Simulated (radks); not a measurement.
Results of a calculation; reference values are marked as such.
The praseodymium ion Pr56+, 3 electrons, occupied as [He] 2s1.

Level of theory: scalar-relativistic Kohn-Sham, PBE, spin-polarised, spherical densities, finite nucleus; open shells are filled with parallel spins first (spin-orbit coupling, left out, can overturn this in heavy ions); Fermi nuclear charge, rms radius 4.8919 fm (a radial shooting solver on a logarithmic mesh with Libxc functionals).

Energy parts (eV):
part                      energy
total                 -110390.33
kinetic                121835.43
electron-nucleus      -233978.28
Hartree                  2983.14
exchange-correlation    -1230.62

Orbitals (lengths in bohr, moments of r in powers of bohr; <r^-3> diverges for s and p1/2):
1s up: occ. 1; eigenvalue (eV) -47971.04; <r> 0.02398
1s down: occ. 1; eigenvalue (eV) -47951.89; <r> 0.02397
2s up: occ. 1; eigenvalue (eV) -11820.13; <r> 0.09732
2p up: occ. 0; eigenvalue (eV) -11289.60; <r> 0.08423; <r^-3> 9833
3s up: occ. 0; eigenvalue (eV) -5119.186; <r> 0.2236
3d up: occ. 0; eigenvalue (eV) -4866.629; <r> 0.1821; <r^-3> 483.8

The highest occupied level is 2s up at -11820.1 eV. The density falls to 0.001 e/bohr^3 at r = 0.34 bohr. Summed over all electrons, <r^2> = 0.01268 bohr^2, which gives a Langevin (diamagnetic) susceptibility term of -0.01 x 10^-6 cm^3/mol.
